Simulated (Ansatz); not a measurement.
One change: `NB(O)C=O` becomes `NB(O)CF`.

Ansatz, PBE0-D4/def2-TZVP geometries, multiplicity 1. Each molecule was computed in one conformer, which needn't be the lowest.

```tsv
property	`NB(O)C=O`
size of the dipole moment (ωB97M-V/def2-TZVPP) / D	3.68
HOMO–LUMO gap (ωB97M-V/def2-TZVPP) / eV	10.14
HOMO energy (B3LYP/def2-TZVPP) / eV	-6.69
size of the dipole moment (PBE/def2-TZVPP) / D	3.66
HOMO energy (PBE0/def2-TZVPP) / eV	-6.91
LUMO energy (ωB97M-V/def2-TZVPP) / eV	0.83
```

(1) What does the change do to each property? (Best estimate.)

Answers

(1) Ansatz gave: 
```csv
property,`NB(O)CF`,shift
size of the dipole moment (ωB97M-V/def2-TZVPP) / D,2.67,-1.01
HOMO–LUMO gap (ωB97M-V/def2-TZVPP) / eV,12.34,2.20
HOMO energy (B3LYP/def2-TZVPP) / eV,-7.78,-1.09
size of the dipole moment (PBE/def2-TZVPP) / D,2.62,-1.04
HOMO energy (PBE0/def2-TZVPP) / eV,-8.03,-1.12
LUMO energy (ωB97M-V/def2-TZVPP) / eV,1.90,1.07
```

With PBE0 the HOMO falls by 1.12 eV and the LUMO rises by 2.06 eV, so the gap widens by about 3.18 eV. PBE moves the HOMO by -1.24 eV and ωB97M-V by -1.13 eV. Dipoles are sizes alone; their direction can turn.

B3LYP here is the variant with VWN-RPA as its local correlation; programs differ in this.
